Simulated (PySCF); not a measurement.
# Nuclear quadrupole coupling in `[S-]Cn1cccc1`

Compound: C5H6NS (charge -1).
Cartesian coordinates in Å at the GFN2-xTB level; atoms count from 1:
```
atom  x, y, z in Å
S1     2.5511   -0.2764    1.5822
C2     1.8487   -0.0315   -0.0570
N3     0.4044    0.0016   -0.0759
C4    -0.4071   -1.0721   -0.2042
C5    -1.7125   -0.6560   -0.1236
C6    -1.6826    0.7356    0.0702
C7    -0.3605    1.1024    0.0993
H8     2.2096    0.9215   -0.4712
H9     2.1729   -0.8474   -0.7196
H10   -0.0011   -2.0570   -0.3379
H11   -2.5861   -1.2791   -0.1951
H12   -2.5288    1.3905    0.1779
H13    0.0878    2.0683    0.2372
```

Field gradients from the PBE0/pcSseg-1 density (PySCF, non-relativistic), principal values in atomic units, ordered |Vxx| ≤ |Vyy| ≤ |Vzz|:

```
atom      Vxx      Vyy      Vzz
  S1  -1.4183  -1.6639   3.0822
  N3   0.2110   0.2436  -0.4546
```

Q: Find the asymmetry η = (Vxx − Vyy)/Vzz and the couplings χ = eQV/h (234.96 MHz × Q in barn × V in au), with Q(33S) = −0.0678 b, Q(14N) = 0.02044 b.

A: 
```tsv
atom	environment	nucleus	η	χzz (MHz)	χxx (MHz)	χyy (MHz)
S1	thiolate sulfur	33S	0.08	-49.10	22.59	26.51
N3	pyrrole-type nitrogen	14N	0.07	-2.183	1.013	1.170
```

Q: What is Vzz at N3 in SI units (1 au = 9.71736 × 10²¹ V/m²)?

A: -0.4546 au = -4.417 × 10²¹ V/m².

Q: And the gradient at the other heavy atoms, for which no coupling is worked out here?

A: 
| atom | environment | Vzz (au) | η |
| --- | --- | --- | --- |
| C2 | sp3 carbon bound to nitrogen | 0.312 | 0.20 |
| C4 | aromatic CH next to a ring nitrogen | -0.191 | 0.49 |
| C5 | aromatic CH carbon | 0.112 | 0.61 |
| C6 | aromatic CH carbon | 0.112 | 0.61 |
| C7 | aromatic CH next to a ring nitrogen | -0.191 | 0.49 |

Q: What couplings would deuterons (Q(2H) = 0.00286 b) have in place of the hydrogens, at this geometry?

A: 
```tsv
atom	bonded to	bond length (Å)	Vzz (au)	η	χzz (kHz)
H8	C2	1.100	0.2935	0.09	197
H9	C2	1.100	0.2935	0.09	197
H10	C4	1.074	0.3467	0.11	233
H11	C5	1.075	0.3515	0.08	236
H12	C6	1.075	0.3516	0.08	236
H13	C7	1.074	0.3466	0.11	233
```

The structure is a single GFN2-xTB conformer in the gas phase; no vibrational or solvent corrections. The pcSseg-1 basis has no diffuse functions, a weakness for an anion. The HOMO energy is positive at this level (+0.19 eV), so the outermost electrons may be held by the finite basis alone. GFN2-xTB bond lengths can be off by several hundredths of an ångström, more for odd bonds, and the gradients follow them. A larger basis could move these couplings by a tenth or more.

The run behind these numbers computed NMR shieldings as well. On one thread, AMD EPYC 9R45 (x86_64), shared host, this took 10 s and 0.73 GiB of memory at its peak.
